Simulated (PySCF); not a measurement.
**Working out the excitation energy of Cs**

Cs [Xe] 6s1 (2S) → Cs [Xe] 5d1 (2D). All numbers are calculated (PySCF 2.14, a scalar-relativistic core potential, in def2-TZVPPD with the def2 core potential (46 electrons) (5s4p3d1f, 39 functions)). Frozen: nothing. Energies in hartree (1 hartree = 27.21139 eV):

```tsv
part	Cs (lower)	Cs (upper)
UHF	-19.855210	-19.791114
CCSD correlation	-0.154656	-0.147523
(T)	-0.004369	-0.003809
```

Question: What does Hartree-Fock give?

Answer: (-19.791114) − (-19.855210) = 0.064096 hartree = 1.744 eV.

Question: What do CCSD and CCSD(T) give?

Answer: The CCSD correlation energies differ by 0.007133 hartree = 0.194 eV and the triples by 0.000560 hartree = 0.015 eV, so CCSD gives 1.938 eV and CCSD(T) 1.953 eV.

Measured between the centres of the two terms (NIST): 1.805 eV, so CCSD(T) (valence and next inner shell) is off by 0.148 eV.

What remains against the reference includes basis incompleteness and higher excitations.
